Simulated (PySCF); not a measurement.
C₂H₅BeCl, SMILES C[CH2][Be][Cl]. Atoms are numbered in the order given.

```xyz
9

Be     0.2845     0.2002     0.0000
Cl    -0.1174     1.9826     0.0000
C      0.6599    -1.4391     0.0000
C     -0.5300    -2.4224     0.0000
H      1.3071    -1.6461    -0.8768
H      1.3071    -1.6461     0.8768
H     -1.1705    -2.2849     0.8868
H     -1.1705    -2.2849    -0.8868
H     -0.1950    -3.4734     0.0000
```

Geometry optimised at TPSSh-D3(BJ)/def2-SVP. Other conformers were not sampled.

Level of theory: PySCF with ωB97X/def2-TZVPD.

| Quantity | Result |
|---|---|
| total energy | -554.25985 hartree |
| point group | Cs |
| highest occupied level | -10.63 eV |
| lowest empty level | 1.29 eV |
| orbital gap | 11.92 eV |
| dipole moment | 1.37 D |
| quadrupole, principal values (traceless, Buckingham form, about the centre of nuclear charge) | -5.37, 2.38, 2.99 D·Å |
| mean static polarisability | 53.9 bohr³ (7.99 Å³) |
| polarisability, principal values | 47.2, 50.3, 64.2 bohr³ |
